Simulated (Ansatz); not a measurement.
The cluster Ag3H3. Charge 0, multiplicity 3. Geometry B3LYP-D4/def2-TZVP, that of the charge +1 doublet.

```
atom   x (Å)   y (Å)   z (Å)
 Ag1  -4.464   0.055  -0.422
 Ag2  -1.778   0.565   0.153
 Ag3   1.107   0.139   0.194
  H4   2.438  -1.262  -0.317
  H5   2.887  -0.636  -0.285
  H6  -0.191   1.139   0.677
```

In the def2 sets Ag takes a core potential; there is no spin–orbit coupling. At PBE0-D4/def2-TZVP a singlet of charge 0 lies 1.79 eV below the triplet at the same geometry. The structure comes from a short search, and lower isomers may exist.

Task: Estimate the α-spin orbital energies around the gap (eV) in Ansatz with PBE-D4/def2-TZVP, r2SCAN-D4/def2-TZVP, PBE0-D4/def2-TZVP.

Result: 
```
orbital  PBE-D4/def2-TZVP  r2SCAN-D4/def2-TZVP  PBE0-D4/def2-TZVP
 HOMO−5             -7.33                -7.51              -8.91
 HOMO−4             -7.21                -7.36              -8.82
 HOMO−3             -7.19                -7.35              -8.82
 HOMO−2             -6.60                -6.81              -7.83
 HOMO−1             -5.46                -5.60              -6.13
   HOMO             -2.83                -2.93              -3.08
   LUMO             -2.20                -2.03              -1.53
 LUMO+1             -1.77                -1.66              -1.24
 LUMO+2             -1.53                -1.42              -1.01
 LUMO+3             -0.96                -0.72              -0.30
 LUMO+4             -0.80                -0.54              -0.16
 LUMO+5              0.42                 0.78               1.08
 β HOMO             -6.42                -6.57              -7.60
 β LUMO             -4.67                -4.26              -3.49
```
